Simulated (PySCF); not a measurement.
Simulated Si 2p region for `NC(=O)[SiH3]`, binding energy against the vacuum level.

Every computed line was given a Gaussian of 0.7 eV full width at half maximum and an area set by the number of equivalent atoms (split 2:1 within a doublet); the highest printed point is 100. Computed with PySCF 2.14.0, delta-SCF UKS SCAN, pcX-2 on the ionised atom, pcseg-1 elsewhere, spin-free X2C.

binding energy (eV), intensity and a bar:
```
    106.1          0 
    106.2          1 
    106.3          3 #
    106.4          8 ##
    106.5         15 ####
    106.6         27 ########
    106.7         44 #############
    106.8         63 ###################
    106.9         81 ########################
    107.0         95 ############################
    107.1        100 ##############################
    107.2         97 #############################
    107.3         89 ###########################
    107.4         80 ########################
    107.5         71 #####################
    107.6         64 ###################
    107.7         57 #################
    107.8         49 ###############
    107.9         39 ############
    108.0         28 ########
    108.1         18 ######
    108.2         11 ###
    108.3          6 ##
    108.4          3 #
    108.5          1 
    108.6          0 
    108.7          0
```

Task: How many maxima does the curve show, and how many computed lines lie under it?

Result: The curve has 1 maximum (at 107.1 eV). Under it lie 2 lines from 1 inequivalent silicon site, drawn as a 2p3/2, 2p1/2 pair. At this width some lines have no maximum of their own.

Task: Decompose the envelope and assign each component. Numbering: `[NH2:1][C:2](=[O:3])[SiH3:4]`.

Result: 
| position (eV) | relative area | line | atoms | environment |
| --- | --- | --- | --- | --- |
| 107.07 | 0.67 | Si 2p3/2 | Si4 | SiH3 silicon |
| 107.69 | 0.33 | Si 2p1/2 | Si4 | SiH3 silicon |

Task: What are the centre and the root-mean-square width of the whole band?

Result: The area-weighted mean of the lines is 107.28 eV. Their own spread about it is 0.29 eV (rms) and each Gaussian has σ = 0.7/2.355 = 0.30 eV; the variances add, which gives 0.42 eV.

Shake-up satellites, vibrational structure and lifetime widths aren't simulated. The 2p values aren't plain energy differences: one relaxed spin-free 2p hole is combined with a matrix within the shell (ground-state 2p orbital-energy differences and spin–orbit coupling). 2p3/2, the mean of its two sublevels, lies a third of the splitting below the shell's mean and 2p1/2 two thirds above it; the statistical areas are 2:1. 2p1/2 minus 2p3/2 (ligand field included): Si 0.62 eV. Isolated species at its GFN2-xTB geometry, gas phase.

Time: 16 s wall. Hardware: one thread, Arm Neoverse V2, no GPU, on a shared host.

Shape of the structure used: `[NH2:1][C:2](=[O:3])[SiH3:4]`: H–N1–C2–O3 180°, H–N1–C2–O3 0°.
